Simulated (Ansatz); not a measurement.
The same molecule with X = Al, Ga, In. Ansatz, PBE0-D4/def2-TZVP geometries, multiplicity 1.

Elements past krypton have def2 core potentials. Scalar relativity is left out up to krypton.

```
 X        molecule  mean X–H bond length / Å  mean X–Si bond length / Å  HOMO energy (PBE/def2-TZVPP) / eV  HOMO energy (B3LYP/def2-TZVPP) / eV  LUMO energy (B3LYP/def2-TZVPP) / eV
Al  `[AlH2][SiH3]`                     1.589                      2.457                              -6.55                                -7.42                                -2.31
In  `[SiH3][InH2]`                     1.729                      2.575                              -6.36                                -7.18                                -2.41
```

Problem. Give the row for X = Ga, `[SiH3][GaH2]`. (Best estimate.)

Solution. The calculation gave: 
```json
{"X": "Ga", "molecule": "`[SiH3][GaH2]`", "mean X–H bond length / Å": "1.573", "mean X–Si bond length / Å": "2.414", "HOMO energy (PBE/def2-TZVPP) / eV": "-6.58", "HOMO energy (B3LYP/def2-TZVPP) / eV": "-7.45", "LUMO energy (B3LYP/def2-TZVPP) / eV": "-2.41"}
```

From Al to In the mean X–H bond length isn't monotonic: highest at In, lowest at Ga; the mean X–Si bond length isn't monotonic: highest at In, lowest at Ga; the HOMO energy (PBE/def2-TZVPP) isn't monotonic: highest at In, lowest at Ga; the HOMO energy (B3LYP/def2-TZVPP) isn't monotonic: highest at In, lowest at Ga; the LUMO energy (B3LYP/def2-TZVPP) isn't monotonic: highest at Al, lowest at Ga. Bonds lengthen as the atom grows down the group.

B3LYP here is the variant with VWN-RPA as its local correlation; programs differ in this.
